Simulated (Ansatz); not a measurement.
System: Fe, charge 1, quartet.

Total energies in hartree (Ansatz, a first-principles code). Radicals and triplets start from unrestricted determinants; spin-orbit coupling is neglected. The -DK rows use spin-free X2C, correlate 3s3p of the metal (1s2s2p frozen) and give its partners the cc-pVXZ-DK valence sets. Open-shell metal atoms are single determinants of the lowest configuration found, not pure terms.

```tsv
species	HF/cc-pwCVTZ-DK	CCSD(T)/cc-pwCVTZ-DK	HF/cc-pwCVQZ-DK	CCSD(T)/cc-pwCVQZ-DK	CCSDT(Q)/cc-pwCVTZ-DK
1: Fe+ (quartet)	-1271.04536	-1271.67831	-1271.04824	-1271.71934	-1271.67821
2: Fe+ (sextet)	-1271.11597	-1271.69621	-1271.11858	-1271.73322	-1271.69609
```

Q: Work out the sextet-quartet gap (Fe+ (sextet) against Fe+ (quartet), E(sextet) - E(quartet)) in eV: take Hartree-Fock from cc-pwCVQZ-DK, extrapolate the CCSD(T) correlation energy as X^-3 (X = 3, 4), and add CCSDT(Q) - CCSD(T) in cc-pwCVTZ-DK. 1 hartree = 27.211 eV.

A: 
Species 1: correlation (64·(-0.67110) - 27·(-0.63295))/37 = -0.69894; step +0.00010; E1 = -1271.04824 + (-0.69894) + (+0.00010) = -1271.74708
Species 2: correlation (64·(-0.61464) - 27·(-0.58024))/37 = -0.63974; step +0.00012; E2 = -1271.11858 + (-0.63974) + (+0.00012) = -1271.75820
-1·E1 +1·E2 = -0.01112 hartree = -0.30 eV.
